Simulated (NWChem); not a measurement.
# CdHOCl; SMILES [OH][Cd][Cl]

```xyz
4

Cd     0.0050     0.2793     0.0000
Cl    -0.0160    -1.9972     0.0000
O     -0.0939     2.2388     0.0000
H      0.7854     2.6346     0.0000
```
Atoms are numbered in this order, from 1.

Geometry: optimised at PBE0/def2-SVP. Not confirmed as a minimum by frequencies. def2 effective core potentials on Cd; no spin-orbit coupling.

Symmetry labels are those of Cs in the frame above (b1 and b2, or b-type labels, depend on it).

**Question.** List the 4 lowest vertical singlet excitations from PBE0/def2-SVPD with def2 effective core potentials on Cd, TDA (NWChem).

**Answer.** 
| state | energy (eV) | oscillator strength | symmetry | leading excitation (squared amplitude) |
|---|---|---|---|---|
| S1 | 4.89 | 0.008 | a" | HOMO → LUMO (0.98) |
| S2 | 5.55 | 0.017 | a' | HOMO−1 → LUMO (0.97) |
| S3 | 5.68 | 0.035 | a" | HOMO−2 → LUMO (0.97) |
| S4 | 6.28 | 0.107 | a' | HOMO−3 → LUMO (0.70) |
